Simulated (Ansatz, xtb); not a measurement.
**Isomers of C4H11PSSi in order of energy**

8 gas-phase structures of C4H11PSSi, from a drawn sample of its isomers (lower ones may exist). Each was relaxed with GFN2-xTB; where two conformers were screened, the lower at r2SCAN-D4/def2-SVP is listed:

A. `P[SiH]1CCSCC1`, a singlet
B. `C/C=C/[Si@H](P)SC`, a singlet
C. `C=C(C)[Si@H](P)SC`, a singlet
D. `CC[P@@]1(=S)C[C@H]1[SiH3]`, a singlet
E. `P[SiH2]SC1CCC1`, a singlet
F. `C=C(C)S[Si@H](C)P`, a singlet
G. `CS[Si@H](P)C1CC1`, a singlet
H. `C=CS[Si@H](P)CC`, a singlet

Problem. Estimate their order in r2SCAN-D4/def2-SVP energy at these geometries, lowest first.

Solution. Calculated order at r2SCAN-D4/def2-SVP: A (0.0), F (1.0), B (20.0), C (27.5), H (30.4), G (45.0), E (62.1), D (71.2) kJ/mol. Less than 1 kcal/mol parts A and F; C and H, so the order within those pairs means little. CCSD(T)/def2-SVP + ΔMP2/def2-TZVPP after further relaxation puts F lowest instead.

Energies above the lowest of each column, in kJ/mol; the last columns are at PBE0-D3(BJ)/def2-SVP geometries and were run for some of them only (a dash: not run or not comparable):

```csv
structure,GFN2-xTB,HF/STO-3G,r2SCAN-D4/def2-SVP,PBE0-D3(BJ)/def2-SVP,CCSD(T)/def2-SVP + ΔMP2/def2-TZVPP
A,49.9,0.0,0.0,0.0,9.3
F,58.8,132.1,1.0,10.5,0.0
B,71.6,138.3,20.0,27.1,13.4
C,72.2,148.8,27.5,33.3,20.2
H,74.4,147.2,30.4,35.0,23.6
G,57.6,132.2,45.0,–,–
E,0.0,85.8,62.1,–,–
D,59.4,376.8,71.2,–,–
```

CCSD(T)/def2-SVP + ΔMP2/def2-TZVPP puts F lowest of those it was run on; GFN2-xTB picks E, HF/STO-3G picks A, PBE0-D3(BJ)/def2-SVP picks A. CCSD(T)/def2-SVP + ΔMP2/def2-TZVPP orders those it was run on as F (0.0), A (9.3), B (13.4), C (20.2), H (23.6) kJ/mol. Less than 1 kcal/mol parts A and B; C and H, so the order within those pairs means little. Some further structures that were screened fall inside this span and aren't listed. Flexible structures stand in one conformer each, not always the lowest. Frequencies (GFN2-xTB) were run for A, B, C, F, H alone. ΔMP2 is the change of the MP2 energy from the smaller to the larger basis.

Over these structures GFN2-xTB departs from r2SCAN-D4/def2-SVP by 32.9 kJ/mol on average once a common shift is removed. A GFN2-xTB relaxation took about 0.44 s and the r2SCAN-D4/def2-SVP energy about 4.4 s on a shared host (Ansatz 0.2.0, xtb 6.7.1).
